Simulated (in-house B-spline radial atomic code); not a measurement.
The numbers below are computed, except where a source is named.
Building a PAW d channel for W, r_c = 1.8 bohr

W, [Xe] 4f14 5d4 6s2, non-relativistic LDA (VWN5) (a model for so heavy an element), spherical and spin-unpolarised, from a B-spline radial code for spherical atoms (atomic units; all potentials screened as in the neutral atom).

Two all-electron partial waves φ1, φ2 are integrated outwards at E1 = ε(5d) = -0.220603 and E2 = E1 + 2 hartree; φ1 is the bound orbital and φ2 has unit norm inside r_c = 1.8029 bohr. Smooth partners are polynomials, r^3(a0 + a1 r² + a2 r⁴ + a3 r⁶), matched to φ and three derivatives at r_c, with no condition on the norm. The local potential is -11.7731 + (8.88528) r² + (-2.79237) r⁴ + (0.323998) r⁶ inside 1.4761 bohr and the all-electron one outside.

```
wave     φ(r_c)     φ'(r_c)         a0          a1         a2            a3
   1  0.7199398  -0.2346279  0.8833515  -0.4839332  0.1026808  -0.007930933
   2  0.3785935    3.008993  -2.035571    1.464832  -0.339604    0.02698973
```

Inside r_c the overlaps are <φi φj> = [[0.50171, -0.56378], [-0.56378, 1.00000]] and, for the smooth waves, [[0.43632, -0.38555], [-0.38555, 0.56559]]. With χj = (Ej − T − V_local) applied to smooth wave j, the program's quadrature gives the matrix B_ij = <smooth i, χj> as [[0.09285, 0.07560], [-0.28086, 0.31697]].

Task: Check the match of the first wave, and find the augmentation charges q_ij.

Result: At r_c the four terms are 5.17665, -9.21815, 6.35756, -1.59613, which sum to 0.7199, φ1(r_c) to rounding. q_ij is the all-electron overlap less the smooth one: [[0.06538, -0.17823], [-0.17823, 0.43441]]. The smooth first wave has a norm of 0.4363 inside r_c against 0.5017, and q11 > 0 puts back the missing charge.

Task: B isn't symmetric. Show that D_ij = B_ij + Ej q_ij is.

Result: Integrating by parts gives B12 − B21 = (E1 − E2) q12: 0.07560 − (-0.28086) = 0.35646, and −2 × (-0.17823) = 0.35646. So D12 = 0.07560 + (1.779397)(-0.17823) = -0.24154 and D21 = -0.28086 + (-0.220603)(-0.17823) = -0.24154; D11 = 0.07842, D22 = 1.08996. The projectors, p = (B⁻¹)ᵀ χ, are dual to the smooth waves; det B = 0.051.

Solving (T + V_local + Σ p D p) ψ = E (1 + Σ p q p) ψ in a sphere of 9 bohr, whose wall lifts the free-atom level a little, gives these levels:

| all-electron | one projector | two projectors |
| --- | --- | --- |
| -0.220566 | -0.220565 | -0.220565 |
| 0.111137 | 0.110265 | 0.111136 |
| 0.411645 | 0.404586 | 0.411640 |
| 0.866913 | 0.830201 | 0.866904 |
| 1.466880 | 1.326170 | 1.466880 |

Task: What does the second projector gain?

Result: With one projector the errors are 0.00, -0.87, -7.06, -36.71, -140.71 millihartree. With two the errors are 0.00, 0.00, 0.00, -0.01, 0.00 millihartree. The scattering is exact at E1 and at E2 = 1.779, and over all levels compared the largest error is under 0.01 millihartree. The lowest eigenvalue of the overlap operator is 1 with one and 0.9146 with two projectors. The smooth orbital alone needs a cutoff of 15.5 hartree for 1 millihartree of kinetic energy, against 14.6 for a norm-conserving Troullier-Martins orbital of the same radius.
